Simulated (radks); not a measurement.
The osmium ion Os20+, configuration [Kr] 4d10 4f10 (the NIST ground configuration). Calculated with a radial shooting solver on a logarithmic mesh with Libxc functionals: non-relativistic Kohn-Sham, r2SCAN, spin-polarised, spherical densities, point nucleus; open shells are filled with parallel spins first (spin-orbit coupling, left out, can overturn this in heavy ions); meta-GGA in the generalised Kohn-Sham scheme; relativity is left out, which matters for an element this heavy.

Normalised radial functions P(r) = r R(r), r in bohr:

| r | 4p up |
|---|---|
| 0.001124 | 0.0028 |
| 0.001463 | 0.0047 |
| 0.001905 | 0.0078 |
| 0.002501 | 0.0131 |
| 0.003256 | 0.0217 |
| 0.00424 | 0.0354 |
| 0.005521 | 0.0571 |
| 0.00719 | 0.0907 |
| 0.009362 | 0.1413 |
| 0.01219 | 0.2143 |
| 0.01587 | 0.3136 |
| 0.02067 | 0.4374 |
| 0.02713 | 0.5744 |
| 0.03533 | 0.6774 |
| 0.046 | 0.6838 |
| 0.0599 | 0.5111 |
| 0.07799 | 0.1091 |
| 0.1016 | -0.4552 |
| 0.1322 | -0.9292 |
| 0.1722 | -0.9398 |
| 0.2242 | -0.2745 |
| 0.2943 | 0.8342 |
| 0.3832 | 1.6229 |
| 0.499 | 1.6306 |
| 0.6498 | 1.0442 |
| 0.8461 | 0.4254 |
| 1.102 | 0.1018 |
| 1.435 | 0.0126 |
| 1.868 | 0.0007 |
| 2.432 | 0.0000 |

4p up: eigenvalue -935.03 eV, 2 radial nodes at r = 0.0824, 0.241 bohr, <r> = 0.465 bohr, 90 % of the charge inside 0.670 bohr.
